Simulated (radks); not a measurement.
Species: Pm+. Configuration: [Xe] 4f5 6s1 (the NIST ground configuration).

Calculated with a radial shooting solver on a logarithmic mesh with Libxc functionals: Dirac Kohn-Sham, PBE, spin-unpolarised, spherical densities, point nucleus; open shells are shared between the two j in proportion to 2j + 1.

Energy parts (hartree):
| part | energy |
|---|---|
| total | -10026.9101 |
| kinetic | 10843.6052 |
| electron-nucleus | -24521.3674 |
| Hartree | 3880.3906 |
| exchange-correlation | -229.5385 |

Orbitals (lengths in bohr, moments of r in powers of bohr):
\begin{tabular}{lrrrrr}
orbital & occ. & eigenvalue (hartree) & <r> & <r^2> & <1/r> \\ \hline
1s1/2 & 2 & -1653.251 & 0.02318 & 0.0007316 & 67.44 \\
2s1/2 & 2 & -268.8553 & 0.09845 & 0.01150 & 15.99 \\
2p1/2 & 2 & -254.5935 & 0.08245 & 0.008390 & 15.97 \\
2p3/2 & 4 & -234.0045 & 0.08897 & 0.009637 & 14.30 \\
3s1/2 & 2 & -58.79908 & 0.2601 & 0.07744 & 5.804 \\
3p1/2 & 2 & -52.68916 & 0.2498 & 0.07255 & 5.718 \\
3p3/2 & 4 & -48.54894 & 0.2624 & 0.07982 & 5.297 \\
3d3/2 & 4 & -37.93916 & 0.2339 & 0.06448 & 5.169 \\
3d5/2 & 6 & -37.04199 & 0.2378 & 0.06652 & 5.063 \\
4s1/2 & 2 & -11.86706 & 0.5928 & 0.3968 & 2.414 \\
4p1/2 & 2 & -9.54312 & 0.6081 & 0.4209 & 2.308 \\
4p3/2 & 4 & -8.63980 & 0.6367 & 0.4611 & 2.167 \\
4d3/2 & 4 & -4.82017 & 0.6825 & 0.5409 & 1.947 \\
4d5/2 & 6 & -4.65965 & 0.6927 & 0.5571 & 1.912 \\
4f5/2 & 2.14286 & -0.30910 & 1.042 & 1.500 & 1.314 \\
4f7/2 & 2.85714 & -0.29178 & 1.061 & 1.567 & 1.297 \\
5s1/2 & 2 & -1.75928 & 1.441 & 2.336 & 0.9223 \\
5p1/2 & 2 & -1.13952 & 1.626 & 3.004 & 0.8085 \\
5p3/2 & 4 & -1.01916 & 1.719 & 3.358 & 0.7585 \\
5d3/2 & 0 & -0.27175 & 2.812 & 9.447 & 0.4639 \\
5d5/2 & 0 & -0.26366 & 2.877 & 9.891 & 0.4528 \\
6s1/2 & 1 & -0.30532 & 3.965 & 17.66 & 0.3175 \\
6p1/2 & 0 & -0.20164 & 4.895 & 26.94 & 0.2548 \\
6p3/2 & 0 & -0.19052 & 5.113 & 29.35 & 0.2435 \\
\end{tabular}

The highest occupied level is 4f7/2 at -7.940 eV. The density falls to 0.001 e/bohr^3 at r = 4.57 bohr. Summed over all electrons, <r^2> = 59.81 bohr^2, which gives a Langevin (diamagnetic) susceptibility term of -47.4 x 10^-6 cm^3/mol.
